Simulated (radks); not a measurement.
The numbers below are computed, except where a source is named.
Task: Ca3+, 17 electrons, occupied as [Ne] 3s2 3p3 4s2 (not the ground configuration). Level of theory: Dirac Kohn-Sham, exchange-only PBE, spin-unpolarised, spherical densities, point nucleus; open shells fill j = l - 1/2 first (a radial shooting solver on a logarithmic mesh with Libxc functionals). Some entries of the table are withheld. Estimate them.

orbital,occ.,eigenvalue (hartree),r(max) (bohr),<1/r> (bohr^-1)
1s1/2,2,-147.3194,0.05028,19.74
2s1/2,2,-17.27515,0.2996,4.064
2p1/2,2,-14.45894,0.2446,3.991
2p3/2,4,-14.32239,0.2467,3.949
3s1/2,2,-3.41407,0.9595,(1)
3p1/2,2,-2.68024,(2),1.205
3p3/2,1,-2.66228,(3),1.197
3d3/2,0,-1.56820,0.9869,0.9852
3d5/2,0,-1.56646,0.9880,0.9839
4s1/2,2,-1.04961,(4),0.5157
4p1/2,0,-0.85425,(5),0.4642
4p3/2,0,-0.85084,(6),0.4622
5s1/2,0,-0.47910,5.023,0.2684
4f5/2,0,(7),3.595,0.2831
4f7/2,0,(8),3.596,0.2831

Result: 
(1) 3s1/2 <1/r> (bohr^-1): 1.301
(2) 3p1/2 r(max) (bohr): 0.9865
(3) 3p3/2 r(max) (bohr): 0.9916
(4) 4s1/2 r(max) (bohr): 2.439
(5) 4p1/2 r(max) (bohr): 2.681
(6) 4p3/2 r(max) (bohr): 2.691
(7) 4f5/2 eigenvalue (hartree): -0.39984
(8) 4f7/2 eigenvalue (hartree): -0.39981
